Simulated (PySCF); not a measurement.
## Gas-phase XPS of BH2(NCO), computed

Compound: BH2(NCO), CH2BNO.
Bonds: B1–N4, N4–C5, C5–O6. Hydrogens: H2, H3 on B1.

Level of theory: PySCF 2.14.0, delta-SCF UKS SCAN, pcX-2 on the ionised atom, pcseg-1 elsewhere, spin-free X2C. Vertical ΔSCF values, vacuum level as zero.

Q: Give the core binding energies atom by atom.

A: 
| atom(s) | bonded to | level | binding energy (eV) | count |
| --- | --- | --- | --- | --- |
| B1 | N and 2 H | B 1s | 197.43 | 1 |
| C5 | O and N | C 1s | 295.56 | 1 |
| N4 | C and B | N 1s | 406.30 | 1 |
| O6 | C | O 1s | 539.86 | 1 |

Q: Which photon energy gives electrons from O 1s of O6 a kinetic energy of 50 eV, and what is their de Broglie wavelength?

A: hν = 539.86 + 50 = 589.86 eV, recoil neglected; λ = 12.264 Å/√(E/eV) = 1.73 Å.

The unrestricted hole states depart most from a pure doublet (⟨S²⟩ = 0.75; over 0.85 named) for B 1s of B1 (0.90), which makes this value less certain. Isolated species at its PBE0-D3(BJ)/def2-SVP geometry, gas phase.

Hardware: one thread of an Arm Neoverse V2, shared host. Cost: 7.7 s wall.
